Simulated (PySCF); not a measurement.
Isomers of C3H4F3N, one conformer each. Computed with core-valence-separated Tamm–Dancoff BHandHLYP/aug-pcX-1 (pcseg-1 on H) in PySCF, non-relativistic, gas phase, PBE0-D3(BJ)/def2-SVP geometry. No empirical shift is added; at this level the pattern usually sits a few eV under experiment.

P. `C/N=C/C(F)(F)F`
Q. `C=NCC(F)(F)F`

Main lines, eV (oscillator strength):
1. C K: 283.0 (0.062), 286.4 (0.015), 287.1 (0.035), 287.4 (0.038), 287.4 (0.011); N K: 395.9 (0.065), 402.2 (0.010); F K: 686.1 (0.018), 686.2 (0.016), 686.8 (0.003), 687.5 (0.024), 688.2 (0.030)
2. C K: 282.8 (0.067), 287.0 (0.026), 287.2 (0.012), 287.7 (0.037), 287.9 (0.030); N K: 396.3 (0.061), 402.1 (0.025); F K: 687.3 (0.037), 687.4 (0.025), 687.8 (0.030), 687.9 (0.017), 688.1 (0.026)
Listed: the first five lines at most of each edge with a tenth or more of its strongest line's intensity; roots within 0.03 eV on the same or equivalent atoms are summed. Only the lowest roots were sought, and the top ones are left out.

Which spectrum belongs to which isomer?

1 = P, 2 = Q.
- P: first C line listed at 283.0 eV, hole on the imine carbon (1s→π*); first N line listed at 395.9 eV, hole on the imine nitrogen; first F line listed at 686.1 eV, hole on the fluorine of a CF3 group.
- Q: first C line listed at 282.8 eV, hole on the imine carbon (1s→π*); first N line listed at 396.3 eV, hole on the imine nitrogen; first F line listed at 687.3 eV, hole on the fluorine of a CF3 group.

What are the ground-state energies of the isomers at BHandHLYP/aug-pcX-1 (pcseg-1 on H), relative to the lowest?

P 0.0, Q 3.6 kJ/mol (electronic energies on these geometries, no dispersion or zero-point terms).
